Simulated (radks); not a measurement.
Fe+, 25 electrons, occupied as [Ar] 3d6 4s1 (the NIST ground configuration).

Calculated with a radial shooting solver on a logarithmic mesh with Libxc functionals: scalar-relativistic Kohn-Sham, BLYP, spin-unpolarised, spherical densities, finite nucleus; Fermi nuclear charge, rms radius 3.7377 fm.

Energy parts (Ry):
part                       energy
total                 -2544.89781
kinetic                2575.47507
electron-nucleus      -6069.37038
Hartree                1060.35909
exchange-correlation   -111.36160

Orbitals (lengths in bohr, moments of r in powers of bohr; <r^-3> diverges for s and p1/2):
| orbital | occ. | eigenvalue (Ry) | <r^2> | <r^-3> |
|---|---|---|---|---|
| 1s | 2 | -515.2129 | 0.004595 | - |
| 2s | 2 | -60.87509 | 0.08417 | - |
| 2p | 6 | -51.97941 | 0.06817 | 481.2 |
| 3s | 2 | -7.52005 | 0.7598 | - |
| 3p | 6 | -5.02988 | 0.8693 | 59.98 |
| 3d | 6 | -1.16934 | 1.647 | 4.980 |
| 4s | 1 | -0.91222 | 8.394 | - |

The highest occupied level is 4s at -12.411 eV. Summed over all electrons, <r^2> = 25.60 bohr^2, which gives a Langevin (diamagnetic) susceptibility term of -20.3 x 10^-6 cm^3/mol. The electron density at the nucleus is 1.522e+04 e/bohr^3 (large components only). The density falls to 0.001 e/bohr^3 at r = 3.88 bohr.
